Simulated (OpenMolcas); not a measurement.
**neutral zirconium: CASPT2 settings compared**

```json
{"Program": "OpenMolcas 26.06", "Basis": "ANO-RCC-VDZ [6s5p3d]", "Scalar Hamiltonian": "DKH4, point nucleus", "Active space": "4 electrons in 6 orbitals (4d 5s)", "State averaging": "2S+1 = 5 even, 15 roots; 2S+1 = 3 even, 90 roots kept (CI in the orbitals of an earlier block); 2S+1 = 1 even, 77 roots kept (CI in the orbitals of an earlier block)", "Spin-orbit coupling": "state interaction with AMFI integrals over the reference wave functions, term energies averaged over their components"}
```

Methods on the same reference wave functions:
A. CASSCF
B. SS-CASPT2, IPEA 0.1 Eh, imaginary shift 0.05 Eh (closed shells correlated: 4s 4p)
C. SS-CASPT2, IPEA 0.2 Eh, sigma1 regulariser 0.4 Eh (closed shells correlated: none)
D. MS-CASPT2, IPEA 0.1 Eh, imaginary shift 0.05 Eh (closed shells correlated: 4s 4p)
E. MS-CASPT2, IPEA 0.2 Eh, sigma1 regulariser 0.4 Eh (closed shells correlated: none)
F. XMS-CASPT2, IPEA 0.35 Eh, sigma2 regulariser 0.5 Eh (closed shells correlated: 4s 4p)

Energies in eV above 4d2 5s2 3F2, the measured ground level; measured values from NIST Handbook of Basic Atomic Spectroscopic Data.

| Level | A | B | C | D | E | F | Measured |
| --- | --- | --- | --- | --- | --- | --- | --- |
| 4d3 5s 5F1 | -0.3046 | 0.962 | 0.458 | 0.962 | 0.458 | 1.262 | 0.6039 |
| 4d3 5s 5F2 | -0.2864 | 0.981 | 0.477 | 0.981 | 0.477 | 1.280 | 0.6228 |
| 4d3 5s 5F3 | -0.2594 | 1.008 | 0.504 | 1.008 | 0.504 | 1.307 | 0.6508 |
| 4d3 5s 5F4 | -0.2242 | 1.043 | 0.539 | 1.043 | 0.539 | 1.343 | 0.6869 |
| 4d3 5s 5F5 | -0.1815 | 1.086 | 0.582 | 1.086 | 0.582 | 1.385 | 0.7301 |
| 4d2 5s2 3F2 | 0.0000 | 0.0000 | 0.0000 | 0.0000 | 0.0000 | 0.0000 | 0.0000 |
| 4d2 5s2 3F3 | 0.0526 | 0.0525 | 0.0522 | 0.0525 | 0.0522 | 0.0548 | 0.0707 |
| 4d2 5s2 3F4 | 0.1164 | 0.1165 | 0.1161 | 0.1165 | 0.1161 | 0.1218 | 0.1538 |
| 4d3 5s 3P0(1) | 0.1871 | 0.473 | 0.470 | 0.473 | 0.470 | 0.592 |  |
| 4d3 5s 3P1(1) | 0.2044 | 0.492 | 0.489 | 0.492 | 0.489 | 0.611 |  |
| 4d2 5s2 1D2 [64 %] | 0.5549 | 0.592 | 0.623 | 0.592 | 0.623 | 0.716 | 0.6325 |
| 4d3 5s 5P1 | 0.7387 | 1.819 | 1.456 | 1.819 | 1.456 | 2.161 | 1.3496 |
| 4d3 5s 5P2 | 0.7569 | 1.835 | 1.473 | 1.835 | 1.473 | 2.177 | 1.3659 |
| 4d3 5s 5P3 | 0.7800 | 1.863 | 1.499 | 1.863 | 1.499 | 2.205 | 1.3959 |
| 4d2 5s2 1G4 | 0.9612 | 1.288 | 1.158 | 1.288 | 1.158 | 1.341 | 0.9990 |
| 4d3 5s 3G3 | 1.1135 | 2.208 | 1.736 | 2.208 | 1.736 | 2.628 | 1.5502 |
| 4d3 5s 3G4 | 1.1317 | 2.229 | 1.757 | 2.229 | 1.757 | 2.653 | 1.5821 |
| 4d3 5s 3G5 | 1.1607 | 2.251 | 1.777 | 2.251 | 1.777 | 2.667 | 1.5836 |
| 4d3 5s 3F2(1) | 1.2343 | 1.979 | 1.537 | 1.979 | 1.537 | 2.495 |  |
| 4d3 5s 3F3(1) | 1.2799 | 2.020 | 1.576 | 2.020 | 1.576 | 2.534 |  |
| 4d3 5s 3F4(1) | 1.3398 | 2.077 | 1.632 | 2.077 | 1.632 | 2.586 |  |
| 4d3 5s 3H4 [73 %] | 1.4874 | 2.753 | 2.145 | 2.753 | 2.145 | 3.066 |  |
| 4d3 5s 3H5 | 1.5057 | 2.750 | 2.166 | 2.750 | 2.166 | 3.088 |  |
| 4d3 5s 3H6 | 1.5222 | 2.768 | 2.183 | 2.768 | 2.183 | 3.106 |  |

A puts 4d3 5s 5F1 lowest.

Deviations, from unrounded energies. A percentage is the sum of absolute deviations over the sum of measured energies, with the sign that they share, or ± where signs differ.

```csv
Against measurement,Levels,A,B,C,D,E,F
mean absolute deviation (cm-1),15,4200,3000,980,3000,980,5100
fine structure of the ground term (%),2,-24.7,-24.7,-25.0,-24.7,-25.0,-21.4
other terms of the ground configuration (%),2,-7.1,±20.2,±10.4,±20.2,±10.4,+26.1
other configurations (%),11,-63.5,+42.6,±13.3,+42.6,±13.3,+73.8
```

C, E lie about equally close to measurement and F furthest from it. The largest miss of C in the table is 4d3 5s 3G5, by +1600 cm-1. The ranking rests on the paired levels alone, and a cruder setting can come out closer through cancelling errors.

Among B to F the level of the table that moves most is 4d3 5s 3F2(1), by 7700 cm-1 (lowest in E, highest in F). Moves below CASPT2's spread within the term are not significant.

The two smallest mean deviations differ by little beside CASPT2's spread within terms, so their order carries little weight.

From A to B the spin-free energies of the other terms of 4d2 5s2 shown, above 3F, scale by factors of 1.02 to 1.36.

The lowest spin-free term lies below A's lowest term by 0.177 hartree in B, 0.029 hartree in C, 0.177 hartree in D, 0.029 hartree in E, 0.187 hartree in F.

CASPT2 does not keep the components of a term degenerate, so their means are used; among the terms shown or strongly mixed into the levels shown the widest spread is 810 cm-1 (4d2 5s2 3F, F). Over all roots computed the reference weight is 0.83 to 0.95 in B, 0.83 to 0.95 in D; the roots of lowest weight are the least certain, and an intruder state may touch them. Terms from blocks run as CI alone lack orbitals of their own. Configurations are named by rounded mean occupations; where the s occupation lies near a half they are strongly mixed, a name can repeat and a true partner stay unpaired. A single d shell beside an s shell can misplace configurations of different d count against each other. The CASPT2 spread within a term exceeds the gap to the next term for 4d3 5s 3P(1) and 4d3 5s 5F, so the order of their levels is uncertain, and so are names and mixing where such terms share a J (figures for C; the like holds for E, F). Without dynamic correlation excited terms often stand tens of per cent too high (terms of higher spin than the ground term too low), and those without a measured partner can miss by more than the paired ones (holds for A). The lowest computed level is not the ground level that NIST lists (3F2) (holds for A). Some terms miss by over 15 % even with CASPT2, which points to a basis or an active space too small for the shells correlated (holds for B; C; D; E; F). Blocks of more than 70 roots (2S+1 = 3 even, 1 even) ran without multistate coupling (holds for D; E). Some levels mix across a computed gap that differs much from the measured one, so their mixing is not that of the real levels (holds for F). Measured partners are found by configuration, term and J. A level has none where our copy of the source lacks it or the pairing is in doubt (some pairs that miss far off the trend of their configuration count as doubtful), and it then counts in no deviation. Only configurations of the active space appear. The table leaves out levels that lie high or whose names do not pair safely across all columns.

A share in square brackets marks a mixed level and gives the weight of the term that names it, the lowest over the columns. A number in round brackets counts repeated terms of one configuration in the order of the reference energies.
